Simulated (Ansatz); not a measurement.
```yaml
crystal:
  periodic: [false, false, false]
  atoms:
    - {symbol: C, position_ang: [1.240156, 4.719439, -4.108271]}
    - {symbol: N, position_ang: [0.190137, 2.967622, -1.575641]}
    - {symbol: W, position_ang: [-0.603062, -0.000868, 0.605539]}
    - {symbol: N, position_ang: [1.563623, -3.010417, -0.231385]}
    - {symbol: C, position_ang: [3.795995, -4.783311, -1.636358]}
    - {symbol: O, position_ang: [0.182138, 1.187805, 4.621454]}
    - {symbol: C, position_ang: [1.223779, 3.628290, 5.990122]}
    - {symbol: O, position_ang: [-4.671058, -1.239933, 0.069921]}
    - {symbol: C, position_ang: [-6.050170, -3.583774, -0.690126]}
    - {symbol: H, position_ang: [-0.492941, 5.518496, -5.460403]}
    - {symbol: H, position_ang: [2.946275, 3.600708, -5.178391]}
    - {symbol: H, position_ang: [2.370495, 6.769345, -2.972323]}
    - {symbol: H, position_ang: [5.098031, -3.597505, -3.413908]}
    - {symbol: H, position_ang: [5.429810, -5.397960, 0.216431]}
    - {symbol: H, position_ang: [2.869739, -6.714585, -2.607709]}
    - {symbol: H, position_ang: [1.043387, 5.480752, 4.589068]}
    - {symbol: H, position_ang: [3.528451, 3.229772, 6.533130]}
    - {symbol: H, position_ang: [0.048232, 4.120452, 8.087529]}
    - {symbol: H, position_ang: [-7.907523, -4.021489, 0.744655]}
    - {symbol: H, position_ang: [-4.679186, -5.684823, -0.751612]}
    - {symbol: H, position_ang: [-6.993715, -3.308672, -3.086428]}
basis:
  gaussian: {orbitals: def2-TZVP}
hamiltonian: {xc: {name: wB97}}
accuracy: high
output: {forces: true}
```

```sh
$ ansatz run in.yaml --threads 4 --pin off --events-out ev --progress --plain --max-ram 46080MiB --backend cuda --devices 0, --max-vram 37GiB
```

It prints (some lines left out):

```
Functional definition: wB97
5892 factors; integrals over basis functions are off by at most 1.1e-6 eV
1945 factors; integrals over basis functions are off by at most 8.2e-9 eV
mean field evaluation 1: about -12977.3220 eV, gradient 1.9e2 eV
mean field evaluation 2: about -11455.8568 eV, gradient 4.7e2 eV
mean field evaluation 4: about -12951.7989 eV, gradient 1.8e2 eV
mean field evaluation 8: about -13127.5552 eV, gradient 1.8e1 eV
mean field evaluation 16: about -13132.2711 eV, gradient 4.3e-1 eV
mean field evaluation 32: about -13132.3704 eV, gradient 3.4e-1 eV
mean field evaluation 64: about -13132.3700 eV, gradient 4.2e-2 eV
mean field evaluation 96: about -13132.3716 eV, gradient 2.5e-2 eV
mean field -13132.37187556 eV, -482.6057649854 hartree, gradient 2.3e-8 eV, S^2 0.000000; 6 other end points of the search recorded, 0 dependent functions left out
reference -13132.37187184 eV, -482.6057648486 hartree; 40, 40 occupied and 320, 320 virtual orbitals, 5892 factors
Total energy: -13132.37187184 eV, -482.6057648486 hartree
Atom 0 at     1.240156     4.719439    -4.108271 Å, force     0.739343     0.726616    -0.972919 eV/Å
Atom 1 at     0.190137     2.967622    -1.575641 Å, force     0.227001     0.110203    -0.613441 eV/Å
Atom 2 at    -0.603062    -0.000868     0.605539 Å, force     0.248274     0.057745    -0.239437 eV/Å
Atom 3 at     1.563623    -3.010417    -0.231385 Å, force     0.649631    -0.279585    -0.503308 eV/Å
Atom 4 at     3.795995    -4.783311    -1.636358 Å, force     0.743702    -1.021117    -0.645858 eV/Å
Atom 5 at     0.182138     1.187805     4.621454 Å, force     0.183294     0.475201     0.018666 eV/Å
Atom 6 at     1.223779     3.628290     5.990122 Å, force     0.856484     1.687953     0.633641 eV/Å
Atom 7 at    -4.671058    -1.239933     0.069921 Å, force    -0.172452    -0.699669    -0.237723 eV/Å
Atom 8 at    -6.050170    -3.583774    -0.690126 Å, force    -1.104945    -1.503998     0.062491 eV/Å
Atom 9 at    -0.492941     5.518496    -5.460403 Å, force     2.068887    -1.062517     1.578528 eV/Å
Atom 10 at     2.946275     3.600708    -5.178391 Å, force    -2.247244     1.354667     1.291038 eV/Å
Atom 11 at     2.370495     6.769345    -2.972323 Å, force    -0.946612    -1.688562    -0.876958 eV/Å
Atom 12 at     5.098031    -3.597505    -3.413908 Å, force    -1.322297    -1.097607     1.715130 eV/Å
Atom 13 at     5.429810    -5.397960     0.216431 Å, force    -1.501921     0.550190    -1.617807 eV/Å
Atom 14 at     2.869739    -6.714585    -2.607709 Å, force     1.071484     2.349003     1.192797 eV/Å
Atom 15 at     1.043387     5.480752     4.589068 Å, force     0.226852    -2.215291     1.642725 eV/Å
Atom 16 at     3.528451     3.229772     6.533130 Å, force    -2.429955     0.418300    -0.622748 eV/Å
Atom 17 at     0.048232     4.120452     8.087529 Å, force     1.088391    -0.494589    -2.031783 eV/Å
Atom 18 at    -7.907523    -4.021489     0.744655 Å, force     2.194885     0.493894    -1.681853 eV/Å
Atom 19 at    -4.679186    -5.684823    -0.751612 Å, force    -1.273767     1.987179     0.116750 eV/Å
Atom 20 at    -6.993715    -3.308672    -3.086428 Å, force     0.700966    -0.148017     1.792070 eV/Å
Dipole moment:     1.786222     0.360237    -1.316994 e Å
```

(1) What is wrong with this run?

Results:

(1) The geometry is stretched to more than twice its size. The run converged. The result belongs to that input, not to the molecule as meant.
